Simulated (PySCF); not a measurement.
[FeF6]3-: Fe(III) (d5), charge -3. The structure is a PBE0-D3(BJ)/def2-SVP, IEF-PCM water geometry optimised for multiplicity 6; coordination octahedral, point group Oh, metal–donor distances 1.95 Å.

```
7

Fe    0.0000    0.0000    0.0000
F     1.9517    0.0000    0.0000
F    -1.9517    0.0000    0.0000
F     0.0000    1.9517    0.0000
F     0.0000   -1.9517    0.0000
F     0.0000    0.0000    1.9517
F     0.0000    0.0000   -1.9517
```

Method (PySCF 2.14, density fitting): CASSCF(5,5) with orbitals averaged over all microstates of the shell, strongly contracted NEVPT2 on the averaged canonical orbitals; basis x2c-TZVPall on the metal, x2c-SVPall elsewhere; spin-free X2C; IEF-PCM water; spin-orbit coupling by state interaction with the mean-field operator over all roots.

(1) Which term lies lowest, and with what spin?

(2) Which is the lowest state of another spin?

(3) What ligand-field parameters describe the result?

(4) What magnetic behaviour follows?

NEVPT2 on the d shell alone tends to put d–d bands too high for such charged or covalently bound ions. Gaps between spin states lean to high spin in this active space.

The job took 9.8 s on one thread of Arm Neoverse V2 (shared host), with 132 basis functions and a peak of 0.52 GiB, launched as `OMP_NUM_THREADS=1 python lf_run.py task.json out`.

Answers

(1) 6A1g (S = 5/2, orbital degeneracy 1), with 3.0 electrons in the lower (t2g-type) set and 2.0 in the upper (eg-type) set, by NEVPT2.

(2) 4T1g at 20040 cm⁻¹ by NEVPT2; CASSCF alone puts it at 26401 cm⁻¹ above the same ground state.

(3) At CASSCF level (the NEVPT2 levels don't fit a ligand-field model well): orbital energies 0, 0, 0, 10774, 10774 cm⁻¹; 10Dq = 10774 cm⁻¹; B = 1192 cm⁻¹; C = 4460 cm⁻¹; B over its free-ion value at the same level 0.922; rms of the fit 157 cm⁻¹; ζ = 442 cm⁻¹ (free ion 466).

(4) The ground multiplet follows a spin Hamiltonian with S = 5/2, g = 2.002, 2.002, 2.002, D = 0 (spin-orbit part alone); the lowest levels hold 100 % of the spin-free ground state. μeff is 5.92 μB at 300 K and 5.92 μB at 10 K; the spin-only value is 5.92 μB.
